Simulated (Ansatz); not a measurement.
Basis-set extrapolation for `CC(=[OH+])OC(C)(C)C` (PBE0-D4/def2-TZVP geometry, frozen core, Ansatz). Multiplicity 1, RHF reference.

```tsv
	def2-TZVPP	def2-QZVPP
HF	-384.447292	-384.465019
MP2 correlation	-1.481765	-1.582962
CCSD(T) correlation	-1.606846	not run
```

Energies in hartree. Use E(X) = E(∞) + A·exp(−7.88·√X) for Hartree–Fock and E(X) = E(∞) + B·X^(−2.97) for correlation, with X = 3 and 4, and add CCSD(T) minus MP2 of the smaller set to the MP2 limit.

Q: What is the CCSD(T) energy at the basis-set limit?

A: HF limit: -384.465019 + (-0.017727) × 0.13774 = -384.46746. MP2 limit: -1.582962 + (-0.101197) × 0.74074 = -1.65792. Higher-order term: -1.606846 − (-1.481765) = -0.12508. Total: -386.25046 hartree, 5.34 eV below CCSD(T)/def2-TZVPP.
